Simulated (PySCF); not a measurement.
C3HBrClF, SMILES BrC=C=C(Cl)F. Heavy atoms are numbered as in [F:1][C:2]([Cl:3])=[C:4]=[CH:5][Br:6]. Hydrogens are named by the atom that carries them.

The structure is a stationary point at r2SCAN-D4/def2-SVP.

Calculation: r2SCAN/def2-TZVP (PySCF).

ESP charges are fitted to the potential on shells at 1.4 to 2.0 van der Waals radii. Atomic charges (e), one atom of each kind:

| atom | Mulliken | IAO | ESP fit |
|---|---|---|---|
| F1 | ? | -0.23 | -0.06 |
| C2 | 0.14 | 0.25 | 0.08 |
| Cl3 | -0.04 | 0.03 | -0.01 |
| C4 | 0.04 | -0.09 | 0.05 |
| C5 (CH) | -0.13 | -0.19 | -0.26 |
| Br6 | ? | 0.03 | -0.01 |
| H on C5 | ? | 0.19 | 0.22 |

**Question.** What belongs in the gaps? (Estimate from the structure and the level; the computed values follow.)

**Answer.** 
- F1, Mulliken: -0.15
- Br6, Mulliken: -0.03
- H on C5, Mulliken: 0.17

**Question.** Give the Mayer and Wiberg (Löwdin basis) orders of the bonds. (An estimate is asked for; the answer gives what the named calculation found.)

**Answer.** 
```tsv
bond	Mayer	Wiberg
F1–C2	1.11	1.79
C2–Cl3	1.24	1.74
C2–C4	1.73	1.97
C4–C5	1.90	2.11
C5–Br6	1.12	1.61
```
